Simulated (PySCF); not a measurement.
Isomers of C6H10ClFO, mass 152.040 u with the commonest isotopes. Computed with PBE0/pcSseg-1 in PySCF (dipole) on a GFN2-xTB geometry, gas phase. One conformer each, none proved a minimum here; rigid rotors.

Problem. Order these by dipole moment, largest first.
A. `[CH3:1][O:2][C@@H:3]1[C@H:4]([Cl:5])[CH2:6][CH2:7][C@@H:8]1[F:9]` with C1–O2–C3–C4 -159°, O2–C3–C4–Cl5 49°, C3–C4–C6–C7 -37°, C4–C6–C7–C8 13°, C6–C7–C8–F9 138°
B. `[CH3:1][C@H:2]([F:3])[C:4]([CH3:5])([CH3:6])[C:7](=[O:8])[Cl:9]` with C1–C2–C4–C5 56°, C2–C4–C7–O8 -12°
C. `[CH3:1][CH2:2][CH2:3][C@@:4]([CH3:5])([F:6])[C:7](=[O:8])[Cl:9]` with C1–C2–C3–C4 179°, C2–C3–C4–C5 -178°, C3–C4–C7–O8 59°

Solution. C (2.49 D), A (1.94 D), B (1.44 D).

Problem. Order these by out-of-plane moment Σ m c² = (Ia + Ib − Ic)/2, smallest first.
A. `[CH3:1][CH2:2][CH2:3][C@@:4]([CH3:5])([F:6])[C:7](=[O:8])[Cl:9]` with C1–C2–C3–C4 179°, C2–C3–C4–C5 -178°, C3–C4–C7–O8 59°
B. `[CH3:1][C@H:2]([F:3])[C:4]([CH3:5])([CH3:6])[C:7](=[O:8])[Cl:9]` with C1–C2–C4–C5 56°, C2–C4–C7–O8 -12°
C. `[CH3:1][O:2][C@@H:3]1[C@H:4]([Cl:5])[CH2:6][CH2:7][C@@H:8]1[F:9]` with C1–O2–C3–C4 -159°, O2–C3–C4–Cl5 49°, C3–C4–C6–C7 -37°, C4–C6–C7–C8 13°, C6–C7–C8–F9 138°

Solution. C (39.02 u·Å²), B (78.60 u·Å²), A (113.71 u·Å²).

Problem. Order these by rotational constant A, largest first.
A. `[CH3:1][C@H:2]([F:3])[C:4]([CH3:5])([CH3:6])[C:7](=[O:8])[Cl:9]` with C1–C2–C4–C5 56°, C2–C4–C7–O8 -12°
B. `[CH3:1][CH2:2][CH2:3][C@@:4]([CH3:5])([F:6])[C:7](=[O:8])[Cl:9]` with C1–C2–C3–C4 179°, C2–C3–C4–C5 -178°, C3–C4–C7–O8 59°
C. `[CH3:1][O:2][C@@H:3]1[C@H:4]([Cl:5])[CH2:6][CH2:7][C@@H:8]1[F:9]` with C1–O2–C3–C4 -159°, O2–C3–C4–Cl5 49°, C3–C4–C6–C7 -37°, C4–C6–C7–C8 13°, C6–C7–C8–F9 138°

Solution. A (2241 MHz), C (1987 MHz), B (1710 MHz).

```tsv
SMILES	point group	Ia (u·Å²)	Ib (u·Å²)	Ic (u·Å²)	κ	μa (D)	μb (D)	μc (D)
CCC[C@@](C)(F)C(=O)Cl	C1	295.60	529.32	597.50	-0.75	1.84	1.67	0.09
CO[C@@H]1[C@H](Cl)CC[C@@H]1F	C1	254.34	455.45	631.74	-0.48	1.02	1.04	1.28
C[C@H](F)C(C)(C)C(=O)Cl	C1	225.51	531.74	600.04	-0.85	0.74	1.02	0.70
```
